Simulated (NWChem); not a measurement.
Species: AlPH₄O₂; SMILES [OH][Al]([OH])[PH2]

```xyz
8

Al     0.0114    -0.3921     0.0000
O     -0.0317    -1.1862    -1.5175
H     -0.0950    -2.1413    -1.6335
O     -0.0317    -1.1862     1.5175
H     -0.0950    -2.1413     1.6335
P     -0.0306     1.9337     0.0000
H      0.9293     2.0527     1.0472
H      0.9293     2.0527    -1.0472
```
Atoms are numbered in this order, from 1.

All runs: NWChem. STO-3G and 3-21G are far too small for this property and stand as cheap habits. The geometry was optimised at B3LYP/6-31G* (spherical d). GIAO values for the isolated, static molecule; σ is the absolute isotropic shielding, δ = σ(reference) − σ with the isolated reference molecule computed at the same levels (1H: tetramethylsilane, 17O: water, 31P: phosphine).

```json
[
 {"level": "Hartree-Fock/STO-3G", "σ Al1 (ppm)": "434.1", "δ O2 (ppm)": "-38.7", "δ H3 (ppm)": "-1.82", "δ P6 (ppm)": "-48.5", "δ H7 (ppm)": "-0.46", "relative time": "1"},
 {"level": "BHandHLYP/pcSseg-1", "σ Al1 (ppm)": "426.2", "δ O2 (ppm)": "35.6", "δ H3 (ppm)": "1.96", "δ P6 (ppm)": "-79.0", "δ H7 (ppm)": "0.95", "relative time": "10"},
 {"level": "LDA (Slater exchange, VWN5)/pcSseg-1", "σ Al1 (ppm)": "384.5", "δ O2 (ppm)": "66.2", "δ H3 (ppm)": "2.31", "δ P6 (ppm)": "-68.6", "δ H7 (ppm)": "1.12", "relative time": "7"}
]
```

Relative times are rough (shared machine, one core).
